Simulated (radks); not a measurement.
Neutral sulfur inside a hard spherical wall (all orbitals vanish at R), configuration held at [Ne] 3s2 3p4 and not refilled when levels cross. Method: non-relativistic Kohn-Sham, LDA (Slater exchange, VWN5 correlation), spin-polarised, spherical densities, point nucleus; open shells are filled with parallel spins first; computed with a radial shooting solver on a logarithmic mesh with Libxc functionals. Eigenvalues in eV for spin up, with the zero of energy where the potential of the charges vanishes at infinity; a dash marks a level that is unbound or too diffuse for the functional's potential to be trusted. A positive occupied level is held by the wall or, in an anion where self-interaction has pushed it up, behind a barrier. The pressure on the wall is -dE/dV.

R (bohr)  E (hartree)  kinetic (hartree)    e(2s)    e(2p)    e(3s)   e(3p)  e(4s, empty)  e(4p, empty)  pressure (GPa)
free       -396.74395            395.911  -209.52  -156.54  -17.855  -7.736        -0.387             -               0
20         -396.74395            395.911  -209.52  -156.54  -17.855  -7.736        -0.378         0.438        < 0.0001
15         -396.74395            395.911  -209.52  -156.54  -17.855  -7.736        -0.328         0.718        < 0.0001
12         -396.74395            395.911  -209.52  -156.54  -17.855  -7.736        -0.192         1.141        < 0.0001
10         -396.74392            395.912  -209.52  -156.53  -17.852  -7.733         0.087         1.776        0.001000
7          -396.74165            395.932  -209.36  -156.37  -17.731  -7.613         1.935         4.882           0.160
3          -395.62858            400.596  -193.49  -140.29   -6.053   5.916        56.926        66.235             506
2.5        -394.00596            405.849  -181.54  -128.09    5.554  19.071        102.05        111.62            1910
2          -389.49407            418.383  -160.42  -106.33   33.847  49.540        199.00        205.26            8720
1.5        -374.76151            453.704  -120.31  -64.151   119.08  134.54        444.39        431.46           55400
